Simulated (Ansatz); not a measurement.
System: methylidenesilane, CH$_{4}$Si, charge 0, multiplicity 1. 
Geometry from a B3LYP-D3(BJ)/def2-TZVP (Ansatz, a first-principles code) optimisation:
```
Si
C 1 1.7009
H 2 1.0823 1 122.25
H 2 1.0823 3 115.51 1 180.00
H 1 1.4730 2 122.63 3 0.00
H 1 1.4730 5 114.74 2 -180.00
```

Basis-set convergence of Hartree-Fock and CCSD(T) correlation energies (hartree) with Ansatz. Cores are frozen in the correlated levels unless marked. No spin-orbit coupling. No relativistic terms.

The Hartree-Fock reference is unstable (checked in the largest basis), which strains HF and MP2. 

```tsv
basis	functions	E(HF)	E(corr, CCSD(T))
def2-SVPD	76	-328.94139	-0.29780
def2-TZVPPD	153	?	?
```

**Question.** Fill in the missing entries.

**Answer.** 
- def2-TZVPPD, E(HF): -329.08632
- def2-TZVPPD, E(corr, CCSD(T)): -0.34129
